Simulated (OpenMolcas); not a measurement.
**S3+: from RASSCF to RASPT2**

```json
{
  "Program": "OpenMolcas 26.06",
  "Basis": "ANO-RCC-VQZP [6s5p3d2f1g]",
  "Scalar Hamiltonian": "DKH2, point nucleus",
  "Active space": "3 electrons in 9 orbitals (RAS2 3s 3p; RAS3 3d, at most 2 electrons)",
  "State averaging": "2S+1 = 4 odd, 1 root; 2S+1 = 2 odd, 11 roots; 2S+1 = 4 even, 3 roots; 2S+1 = 2 even, 9 roots",
  "Spin-orbit coupling": "state interaction with AMFI integrals over the reference wave functions, term energies averaged over their components"
}
```

Methods on the same reference wave functions:
A. RASSCF
B. SS-RASPT2, IPEA 0.25 Eh, imaginary shift 0.1 Eh (closed shells correlated: 2s 2p)
C. MS-RASPT2, IPEA 0.25 Eh, imaginary shift 0.1 Eh (closed shells correlated: 2s 2p)

Energies in cm⁻¹ above 3s² 3p ²P°_1/2, the measured ground level; measured values from NIST levels in Podobedova, Kelleher and Wiese, J. Phys. Chem. Ref. Data 38, 171 (2009).

```
         Level       A       B       C  Measured
3s² 3p ²P°_1/2     0.0     0.0     0.0       0.0
3s² 3p ²P°_3/2     827     827     829       951
 3s 3p² ⁴P_1/2   68096   70181   70210     71184
 3s 3p² ⁴P_3/2   68393   70478   70507     71529
 3s 3p² ⁴P_5/2   68872   70958   70986     72074
 3s 3p² ²D_3/2   94645   94253   94282     94103
 3s 3p² ²D_5/2   94668   94276   94305     94150
 3s 3p² ²S_1/2  126730  123982  124010    123509
 3s 3p² ²P_1/2  137112  135207  135236    133620
 3s 3p² ²P_3/2  137648  135744  135773    134245
```

Deviations, from unrounded energies. A percentage is the sum of absolute deviations over the sum of measured energies, with the sign that they share, or ± where signs differ.

```tsv
Against measurement	Levels	A	B	C
mean absolute deviation (cm-1)	9	2300	790	800
fine structure of the ground term (%)	1	-13.1	-13.1	-12.8
other configurations (%)	8	±2.6	±0.9	±0.9
```

B, C lie about equally close to measurement and A furthest from it. The largest miss of B in the table is 3s 3p² ²P_1/2, by +1600 cm-1. The ranking rests on the paired levels alone, and a cruder setting can come out closer through cancelling errors.

Between B and C the level of the table that moves most is 3s 3p² ²D_3/2, by 29 cm-1 (lowest in B, highest in C).

The lowest spin-free term lies below A's lowest term by 0.052 hartree in B, 0.053 hartree in C.

Active for correlation alone: 3d; no level in the range computed is led by a configuration that fills it, so any true level of that kind is missing. Some terms mix strongly with configurations of 3d, whose occupation reaches 0.17 (3s 3p² ²D). Measured partners are found by configuration, term and J. A level has none where our copy of the source lacks it or the pairing is in doubt (some pairs that miss far off the trend of their configuration count as doubtful), and it then counts in no deviation. Only configurations of the active space appear. The table leaves out levels that lie high or whose names do not pair safely across all columns.

° marks odd parity.
